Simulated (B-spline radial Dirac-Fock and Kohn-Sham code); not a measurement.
Kohn-Sham estimates against Dirac-Fock for the levels of Sr⁺

System: strontium as Sr⁺, [Kr] 5s1.

The density-functional columns are spherical, spin-unpolarised Dirac-Kohn-Sham results without Breit or QED terms: −ε is minus the orbital energy of the initial state and ΔSCF the difference of two total energies. The reference in the last column comes from ΔSCF Dirac-Fock with Breit, self-energy and vacuum polarisation, finite nucleus, configuration average. All numbers are from an atomic code on a B-spline grid, in eV; a selection of levels is shown. For the 1s level of heavy atoms much of the gap between ΔSCF and the reference is the Breit and QED part, -39.2 eV here; for other levels the error of the functional can be larger.

| level | PBE −ε | PBE ΔSCF | LDA −ε | LDA ΔSCF | Dirac-Fock |
| --- | --- | --- | --- | --- | --- |
| K | 15937.0 | 16179.5 | 15912.6 | 16154.3 | 16120.1 |
| L1 | 2163.2 | 2203.9 | 2160.4 | 2201.4 | 2237.8 |
| L2 | 1969.2 | 2019.4 | 1968.3 | 2018.7 | 2023.8 |
| L3 | 1900.8 | 1949.3 | 1900.0 | 1948.7 | 1956.5 |
| M1 | 340.0 | 355.2 | 339.0 | 354.2 | 376.7 |
| M2 | 269.6 | 284.7 | 269.2 | 284.5 | 298.3 |
| M3 | 259.1 | 274.0 | 258.7 | 273.7 | 287.7 |
| M4 | 135.4 | 150.7 | 135.7 | 151.0 | 150.0 |
| M5 | 133.6 | 148.7 | 133.9 | 149.1 | 148.3 |
| N2 | 29.90 | 36.18 | 30.03 | 36.33 | 35.24 |
| N3 | 28.73 | 34.91 | 28.84 | 35.03 | 34.05 |
| O1 | 8.35 | 11.01 | 8.58 | 11.17 | 10.44 |

Q: Order the estimates of the K (1s) level by their distance from the Dirac-Fock value, nearest first.
A. LDA −ε
B. LDA ΔSCF
C. PBE −ε
D. PBE ΔSCF

A: B (34.3 eV), D (59.4 eV), C (183.0 eV), A (207.4 eV).

For the outermost level NIST gives 11.03028 eV (measured); the differences from it are PBE −ε -2.68, PBE ΔSCF -0.02, LDA −ε -2.45, LDA ΔSCF +0.14, Dirac-Fock -0.59 eV.

Values without a named source are computed, but for edge energies of neutral atoms, which are taken from tables.
